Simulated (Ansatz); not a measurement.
Mulliken charges of BH$_{6}$NSiTe, SMILES `B[Te][SiH2]N` from PBE/def2-TZVPP in Ansatz (PBE0-D4/def2-TZVP geometry).

| atom | x (Å) | y (Å) | z (Å) | charge (e) |
| --- | --- | --- | --- | --- |
| B1 | -1.578 | 1.317 | -0.723 | -0.196 |
| Te2 | -1.807 | -0.771 | -0.679 | 0.045 |
| Si3 | 0.488 | -1.320 | 0.261 | 0.243 |
| N4 | 1.497 | 0.014 | 0.619 | -0.347 |
| H5 | -0.565 | 1.827 | -0.356 | 0.010 |
| H6 | -2.502 | 1.951 | -1.127 | 0.027 |
| H7 | 0.254 | -2.083 | 1.511 | -0.047 |
| H8 | 1.167 | -2.163 | -0.752 | -0.047 |
| H9 | 1.254 | 0.617 | 1.390 | 0.156 |
| H10 | 1.876 | 0.557 | -0.142 | 0.156 |

By hand: the dipole of these point charges (1 e Å = 4.8032 D).

Σ q r = (0.175, -0.165, 0.085) e Å, of length 0.255 e Å = 1.22 D.

How does the dipole of the full density compare? (Best estimate.)

The calculation gave: (0.265, 0.068, 0.108) e Å, 1.41 D; the point charges give 0.87 times that, at 54° from its direction.

Point charges leave out the atoms' own dipoles, such as those of lone pairs, and Mulliken's split depends on the basis, so the two needn't agree.
